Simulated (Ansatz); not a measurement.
Reaction (SMILES): ClC(Br)(Br)Br -> Cl atom + Br[C](Br)Br (the C-Cl bond at the site shown breaks; other sites are not compared here)
Structures are relaxed separately at B3LYP-D3(BJ)/def2-TZVP in Ansatz (a first-principles code).

Wanted: bond dissociation energy (electronic energy difference), in kcal/mol. Correlated levels leave the core frozen unless marked. UHF or UKS for open shells. No spin-orbit coupling. Frozen are the shells of the preceding noble gas and the d and f shells that filled before the atom's block. No relativistic terms. 

```json
[
 {"level": "BLYP/def2-TZVPD", "program": "Ansatz", "bond dissociation energy (kcal/mol)": "59.1"},
 {"level": "r2SCAN/def2-TZVPD", "program": "Ansatz", "bond dissociation energy (kcal/mol)": "63.9"},
 {"level": "B97M-V/def2-TZVPD", "program": "Ansatz", "bond dissociation energy (kcal/mol)": "66.7"},
 {"level": "B3LYP-D3(BJ)/def2-TZVPD", "program": "Ansatz + dftd3", "bond dissociation energy (kcal/mol)": "63.3"},
 {"level": "PBE0/def2-SVP", "program": "Ansatz", "bond dissociation energy (kcal/mol)": "63.6"},
 {"level": "r2SCANh/def2-TZVPD", "program": "Ansatz", "bond dissociation energy (kcal/mol)": "62.6"},
 {"level": "r2SCAN0/def2-TZVPD", "program": "Ansatz", "bond dissociation energy (kcal/mol)": "60.7"},
 {"level": "CAM-B3LYP-D3(BJ)/def2-TZVPD", "program": "Ansatz + dftd3", "bond dissociation energy (kcal/mol)": "62.7"},
 {"level": "CAM-B3LYP/def2-TZVPD", "program": "Ansatz", "bond dissociation energy (kcal/mol)": "60.7"},
 {"level": "LC-wPBE/def2-TZVPD", "program": "Ansatz", "bond dissociation energy (kcal/mol)": "62.0"},
 {"level": "wB97X/def2-TZVPD", "program": "Ansatz", "bond dissociation energy (kcal/mol)": "64.7"},
 {"level": "B2GP-PLYP/def2-TZVPD", "program": "Ansatz", "bond dissociation energy (kcal/mol)": "64.8"},
 {"level": "B2PLYP-D3(BJ)/def2-TZVPD", "program": "Ansatz + dftd3", "bond dissociation energy (kcal/mol)": "65.9"},
 {"level": "CCSD/6-31G*", "program": "Ansatz", "bond dissociation energy (kcal/mol)": "57.1"}
]
```
